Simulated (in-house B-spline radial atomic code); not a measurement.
# The caesium ion Cs²⁺: [Ne] 3s2 (3p1/2)1 (3p3/2)4 3d10 4s2 4p6 4d10 5s2 5p6 (with a hole in an inner shell)

All numbers are computed (Dirac-Hartree-Fock, average of the jj configuration; Fermi nucleus of rms radius 4.8041 fm) with a radial B-spline atomic code at the basis-set limit, not measured.

Screening seen three ways: the hydrogenic charge with the same mean radius, Z_r = [3n² - l(l+1)]/(2<r>), the one with the same energy, Z_e = n√(-2ε), and Slater's rules. Values are occupation-weighted means over j. An effective charge above Z reflects the relativistic contraction of the inner shells.

```
shell  electrons   ε (eV)  <r> (bohr)    Z_r    Z_e  Slater
   1s          2   -36270      0.0261  57.47  51.63   54.70
   2s          2  -5847.6      0.1115  53.83  41.46   50.85
   2p          6  -5255.2     0.09799  51.03  39.31   50.85
   3s          2  -1292.9       0.296  45.61  29.24   44.10
   3p          5  -1092.9      0.2954  42.32  26.89   44.10
   3d         10   -810.1      0.2701  38.88  23.15   34.85
   4s          2  -285.31      0.6831  35.13  18.32   28.10
   4p          6  -218.29      0.7226  31.83  16.02   28.10
   4d         10  -116.95      0.8055  26.07  11.73   16.85
   5s          2  -54.633       1.675  22.38  10.02   10.25
   5p          6  -35.968       1.919  19.03   8.13   10.25
```

The least bound orbital is 5p3/2 at -35.29 eV, and it is also the most diffuse (<r> = 1.941 bohr). The part-filled 3p shell lies below the filled 5p shell in orbital energy.

For the 1s electron the small component carries 4.12 % of the norm, the zero-frequency Breit interaction raises the level by 91.41 eV, self-energy by 53.23 eV, and vacuum polarisation lowers it by 7.575 eV.
